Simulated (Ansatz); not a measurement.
## Heat of formation of AsF3 (arsenic trifluoride) from total energies

AsF3: 4 atoms, total charge 0, spin state singlet. SMILES: `F[As](F)F`. The coordinates come from a PBE0-D4/def2-TZVP relaxation.

Total energies at MP2/pc-2, 12 core orbitals frozen (Ansatz 0.2.0); the atoms run unrestricted:

| species | state | energy (Eh) |
| --- | --- | --- |
| AsF3 | singlet | -2533.668919 |
| F | doublet | -99.597762 |
| As | quartet | -2234.341967 |

Harmonic wavenumbers at PBE0-D4/def2-TZVP, in cm⁻¹: 260, 260, 335, 705, 705, 745.

Measured heats of formation of the gaseous atoms at 298.15 K, in kJ/mol: F 79.4, As 302.5. Spin-orbit lowering of the atoms at 298 K (mean of the ground term's levels less their thermal mean, from spectra), in kJ/mol: F 1.29. Take 1 Eh = 2625.50 kJ/mol, 1 cm⁻¹ = 0.0119627 kJ/mol, RT = 2.479 kJ/mol.

**Question.** What heat of formation follows?

**Answer.** 
1. Electronic atomisation energy: 3 × (-99.597762) + (-2234.341967) − (-2533.668919) = 0.533666 Eh = 1401.1 kJ/mol.
2. Zero-point energy: half the sum of the wavenumbers, 1505 cm⁻¹ = 18.0 kJ/mol.
3. Thermal vibrational enthalpy, Σ hcν̃/(exp(hcν̃/kT) − 1): 4.3 kJ/mol. Translation, rotation and pV of a non-linear molecule: 4 RT = 9.9 kJ/mol.
4. The 4 free atoms carry 5/2 RT each: 24.8 kJ/mol.
5. Spin-orbit coupling lowers the free atoms by 3 × 1.29 = 3.9 kJ/mol.
6. Atomisation enthalpy at 298 K: 1401.1 − 3.9 − 18.0 − 4.3 − 9.9 + 24.8 = 1389.8 kJ/mol.
7. Sum of the atoms' heats of formation: 540.7 kJ/mol. Heat of formation: 540.7 − 1389.8 = -849.1 kJ/mol.

The tabulated value is -785.8 kJ/mol (CRC Handbook of Chemistry and Physics; in doubt: semi-empirical heats miss it by far, so it may belong to another species or phase), so this level is off by -63.3 kJ/mol, or 4.8 % of the atomisation enthalpy that the table implies (1326.4 kJ/mol). Relativity is left out. Anharmonicity and any spin-orbit splitting of the molecule are left out, and so is core correlation.
